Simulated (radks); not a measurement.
The numbers below are computed, except where a source is named.
Dipole-allowed excitations along the series with 68 electrons in [Xe] 4f14. Code: a radial shooting solver on a logarithmic mesh with Libxc functionals. Model: scalar-relativistic Kohn-Sham, LB94 model potential, spin-unpolarised, spherical densities, finite nucleus; Fermi nuclear charge, rms radius of each element as measured or else 0.836 A^(1/3) + 0.57 fm. Time-dependent linear response with the Hartree and adiabatic LDA kernel, continuum included through the Sternheimer equations, no spin-orbit coupling, so fine structure and intercombination lines are absent. Lines are the poles of the dipole polarisability below minus the highest occupied eigenvalue, found on a grid refined at the orbital gaps; the lowest seven at most are given, and weak or close lines can be missed. The first line takes the name of the lowest orbital gap if no other gap lies below it; otherwise a line is named after a gap within 0.6 % of it, if that gap stands alone.

species  -e(HOMO) (eV)  lowest orbital gap (eV)  first line (eV)      f  strongest line (eV)  its f  static alpha (bohr^3)
Lu3+            46.113             4f-5d 12.836   14.342 (4f-5d)  0.174  38.631 (unassigned)   3.35                  4.312
Hf4+            68.705             4f-5d 20.937   22.597 (4f-5d)  0.170  43.240 (unassigned)   4.00                  3.187
Ta5+            93.869             4f-5d 30.034   31.746 (4f-5d)  0.121  49.565 (unassigned)   4.72                  2.498
